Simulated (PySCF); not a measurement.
C2H4NO (SMILES [CH2-]C(N)=O), charge -1, singlet, at a GFN2-xTB geometry (in this run its highest filled SCF level lies above zero, so its values depend strongly on the basis, on diffuse functions most of all). Base run: PBE/def2-SV(P) in PySCF.

Input for PySCF:
```python
from pyscf import gto, scf, dft

mol = gto.Mole()
mol.atom = '''
    O     0.32110613    1.27946334    0.38290945
    C    -0.07152129    0.13590853    0.02919906
    N     0.98097901   -0.77888988   -0.45034161
    C    -1.32792987   -0.37556948    0.02513769
    H     0.80110933   -1.73036322   -0.14616487
    H    -1.53323136   -1.38272268   -0.31366156
    H    -2.17708968    0.23305976    0.29417115
    H     1.87021653   -0.46548576   -0.07124953
'''
mol.basis = 'def2-sv(p)'
mol.charge = -1
mol.verbose = 4
mol.build()

mf = dft.RKS(mol)
mf.xc = 'pbe'
mf.kernel()
mf.analyze()
```

Variants of this job, named by their change:

| change | ΔE vs base (mEh) | grid points | electrons on the grid |
|---|---|---|---|
| base | 0.000 | 95456 | 32.00001 |
| grids.prune = dft.gen_grid.treutler_prune | 0.004 | 82600 | 32.00001 |
| grids.radi_method = delley | 0.000 | 102328 | 32.00001 |
| grids.level = 0 | 41.499 | 6800 | 31.98947 |
| grids.becke_scheme = stratmann | -0.002 | 95456 | 32.00002 |
| grids.radi_method = mura_knowles | 0.000 | 91136 | 32.00001 |
| grids.level = 1 | -0.039 | 30552 | 32.00015 |
| grids.atom_grid = (99, 590) | 0.001 | 257272 | 32.00000 |
| grids.level = 2 | 0.001 | 66104 | 32.00001 |
| grids.prune = dft.gen_grid.sg1_prune | -0.052 | 42600 | 32.00022 |
| grids.atom_grid = (75, 302) | 0.000 | 115576 | 32.00001 |
